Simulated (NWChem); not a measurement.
# C₃H₆Se; SMILES C1C[Se]C1

```xyz
10

C     -0.1702     1.7312     0.0000
C      0.1297     0.7838     1.1683
Se    -0.0806    -0.7981     0.0000
C      0.1297     0.7838    -1.1683
H      0.4091     2.6696     0.0000
H     -1.2383     1.9958     0.0000
H     -0.5641     0.8183     2.0192
H      1.1640     0.8467     1.5361
H      1.1640     0.8467    -1.5361
H     -0.5641     0.8183    -2.0192
```
Atoms are numbered in this order, from 1.

Level: PBE0/def2-SVP (NWChem), optimised geometry, unscaled harmonic frequencies. This build's default masses of Se (78.918 u) and Br (79.917 u) are each other's, which moves their modes by up to 0.6 %.

```tsv
frequency (cm⁻¹)	IR intensity (km/mol)
151	0.8
432	1.8
596	0.0
666	2.8
793	0.1
838	2.9
917	4.3
966	0.6
1004	0.0
1021	0.1
1161	15.0
1194	0.8
1220	3.2
1247	6.8
1319	1.9
1447	5.4
1447	0.8
1478	0.3
3070	35.6
3100	37.4
3100	10.2
3135	8.8
3176	2.5
3177	10.7
```

```
Property                                                                           Result
-----------------------------------------------------------------------  ----------------
zero-point energy                                                           52.4 kcal/mol
thermal correction to the enthalpy at 298.15 K (with zero-point energy)     55.8 kcal/mol
heat capacity Cv                                                         15.3 cal/(mol K)
entropy at 298.15 K and 1 atm (symmetry number 1)                        70.9 cal/(mol K)
dipole moment                                                                      1.71 D
```

Rigid rotor and harmonic oscillator.
